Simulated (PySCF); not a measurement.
# Electronic structure of Rb³⁺ (rubidium, charge +3) at the TPSS level

Configuration: [Ar] 3d10 4s2 4p4, high-spin 3P determinant. Calculation: PySCF 2.14, in x2c-SVPall (6s4p5d1f, 50 functions); the spin-free X2C one-electron Hamiltonian (Gaussian nucleus).

| Item | Value |
| --- | --- |
| Total energy | -2977.84 hartree |
| One-electron energy | -4075.69 hartree |
| Hartree (Coulomb) energy | 1197.97 hartree |
| Exchange-correlation energy | -100.13 hartree |
| ⟨S²⟩ | 2.0015 |
| ⟨L²⟩ | 2.008 |
| Sum of ⟨r⟩ | 20.54 bohr |
| Sum of ⟨r²⟩ | 24.76 bohr² |
| Traceless quadrupole moment −½Σ⟨3z² − r²⟩ along its main axis | -1.21 e·bohr² |
| Langevin diamagnetic susceptibility | -19.6 ×10⁻⁶ cm³/mol |
| Time after the integrals | 0.75 s of wall time on 1 thread of Intel(R) Xeon(R) Platinum 8375C CPU @ 2.90GHz (shared host) |

```csv
shell,electrons,mean orbital energy (hartree),spread (hartree),"rms radius, mean of both spins (bohr)"
1s α,1,-554.22316,0,0.0464
1s β,1,-554.21734,0,0.0464
2s α,1,-75.48341,0,0.193
2s β,1,-75.48145,0,0.193
2p α,3,-67.07947,0.01072,0.171
2p β,3,-67.07473,0.00654,0.171
3s α,1,-12.58045,0,0.545
3s β,1,-12.57261,0,0.545
3p α,3,-9.86092,0.03063,0.558
3p β,3,-9.85226,0.02333,0.558
3d α,5,-5.38680,0.02983,0.577
3d β,5,-5.37599,0.02175,0.577
4s α,1,-2.51588,0,1.59
4s β,1,-2.41876,0,1.59
4p α,3,-1.84661,0.06152,1.85
4p β,1,-1.77048,0,1.85
```

Densities and radii are taken from the X2C orbitals without a picture-change correction, which distorts them close to the nucleus.
